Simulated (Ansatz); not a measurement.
Basis sets compared for the cluster K2Te. Charge 0, multiplicity 1. Geometry PBE-D4/def2-TZVP. Ansatz on 4 threads of Arm Neoverse V1 on a shared host; times are rough, and most runs start from earlier orbitals.

Cartesian coordinates in Å:
```
K -2.2359 1.0333 1.1263
K 2.3183 -1.3955 -0.1168
Te -0.0824 0.3622 -1.0095
```

In the def2 sets Te takes a core potential; there is no spin–orbit coupling. The structure comes from a short search, and lower isomers may exist.

Binding counts from free atoms (K doublet, Te triplet) in the same basis, without a counterpoise term.

| level | functions | energy (Eh) | HOMO (eV) | LUMO (eV) | binding per atom (eV) | wall time |
| --- | --- | --- | --- | --- | --- | --- |
| PBE-D4/def2-SVP | 74 | -1467.3418 | -2.51 | -1.58 | 1.39 | 0.95 s |
| PBE-D4/def2-TZVP | 116 | -1467.5112 | -2.62 | -1.56 | 1.42 | 1.4 s |
| r2SCAN-D4/def2-TZVP | 116 | -1467.9866 | -2.56 | -1.01 | 1.43 | 2.8 s |
| PBE0-D4/def2-SVP | 74 | -1467.4598 | -3.17 | -1.08 | 1.36 | 1.2 s |
| PBE0-D4/def2-TZVP | 116 | -1467.6256 | -3.29 | -1.06 | 1.39 | 2.2 s |

Question: Estimate the rows for PBE-D4/def2-TZVPD, r2SCAN-D4/def2-TZVPD, PBE0-D4/def2-TZVPD.

Answer: 
```tsv
level	functions	energy (Eh)	HOMO (eV)	LUMO (eV)	binding per atom (eV)	wall time
PBE-D4/def2-TZVPD	131	-1467.5121	-2.66	-1.59	1.42	1.6 s
r2SCAN-D4/def2-TZVPD	131	-1467.9873	-2.60	-1.06	1.43	3.4 s
PBE0-D4/def2-TZVPD	131	-1467.6263	-3.32	-1.10	1.39	2.1 s
```
